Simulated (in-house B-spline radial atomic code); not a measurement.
How numerical settings move a run on Nb3+, [Kr] 4d2. Computed with an all-electron radial atomic-structure program (B-spline basis): scalar-relativistic (X2C) AM05, spin-polarised, spherical fractional occupations, Fermi nucleus of rms radius 4.324 fm.

Command:
```bash
python run_scf.py task.json out
```
Settings of the sound reference run:
```
Z                41
electrons        38
configuration    [Kr] 4d2
hamiltonian      x2c
method           am05
spin_polarised   True
nucleus          fermi
rms_radius       4.324
mass_number      93
atomic_mass      92.90637
speed_of_light   137.036
knot_spacing     0.22
spline_order     8
gauss_points     12
box_radius       16.22
max_iterations   70
damping          0.5
damped_steps     3
diis_vectors     10
tolerance        1e-08
start            Thomas-Fermi
```

Cost of the run: 0.22 s on 1 thread of Arm Neoverse V2, with other jobs on the host.

It converges in 10 iterations to -3813.280720 hartree, with 4d up at -31.2786 eV. The other runs change the listed settings, some to values that make no sense; their results aren't properties of the atom or ion. Radii are in bohr (the nuclear one in fm), a minus after a letter asks for a j subshell, and «unchanged» means within 1e-8 hartree. The run stops when the residual is below 10 × tolerance × max(1, Z/10), or a noise floor if that is larger, and the energy moves by less than 1e-8 × √|E| hartree; so very loose and very tight tolerances often act alike.

```tsv
changed settings	outcome
damping = 0.8	converged in 10 iterations, energy unchanged, 4d up level +1.3e-05 eV
first_knot = 2.44e-06	converged in 10 iterations, energy +1.89e-06 hartree from the reference, 4d up level +4.2e-06 eV
knot_spacing = 0.3, max_iterations = 60, damping = 0	converged in 11 iterations, energy +1.06e-05 hartree from the reference, 4d up level +1.3e-05 eV
first_knot = 0.0732	converged in 10 iterations, energy +2.65e+00 hartree from the reference, 4d up level -3.7e-03 eV
knot_spacing = 1, max_iterations = 100, damping = 0.2, damped_steps = 30	converged in 19 iterations, energy +1.23e+01 hartree from the reference, 4d up level -1.3e+00 eV (the program warns: 3s up reaches the box edge; 3s down reaches the box edge)
tolerance = 1e-06	converged in 8 iterations, energy unchanged, 4d up level -4.7e-04 eV
knot_spacing = 0.75, spline_order = 3, gauss_points = 3, max_iterations = 60	converged in 10 iterations, energy +2.83e+01 hartree from the reference, 4d up level -1.9e+00 eV
damping = 0.95	converged in 11 iterations, energy unchanged, 4d up level +5.1e-07 eV
damping = 0	converged in 10 iterations, energy unchanged, 4d up level -1.3e-05 eV
electrons = 47, configuration = [Kr] 4d11, max_iterations = 75	stopped with error: shell 4d holds at most 5 electrons (per spin)
first_knot = 0.000244	converged in 10 iterations, energy -1.07e-04 hartree from the reference, 4d up level +7.5e-07 eV
damping = 0.2	converged in 10 iterations, energy unchanged, 4d up level +1.9e-06 eV
knot_spacing = 1.4, box_radius = 2.43, max_iterations = 75	converged in 9 iterations, energy +9.71e+00 hartree from the reference, 4d up level +1.7e+01 eV (the program warns: 4d up reaches the box edge; 1s up reaches the box edge)
spline_order = 3, max_iterations = 50, tolerance = 1e-10	converged in 10 iterations, energy +9.92e-02 hartree from the reference, 4d up level -9.1e-03 eV
```

(1) What happens with hamiltonian = dirac, method = tpss,tpss, spin_polarised = False?

(2) What happens with first_knot = 2.44e-05?

(3) What happens with tolerance = 1e-13?

(4) What happens with electrons = 46, configuration = [Kr] 4d2 6s2 6p6, max_iterations = 100?

Results:

(1) Stopped with error: meta-GGAs are not served with the Dirac Hamiltonian.

(2) Converged in 10 iterations, energy +1.12e-06 hartree from the reference, 4d up level +1.4e-06 eV.

(3) Converged in 10 iterations, energy unchanged.

(4) Converged in 13 iterations to -3813.3157 hartree, a different physical problem (warning: 6s up has a positive eigenvalue: unbound, held by the box).
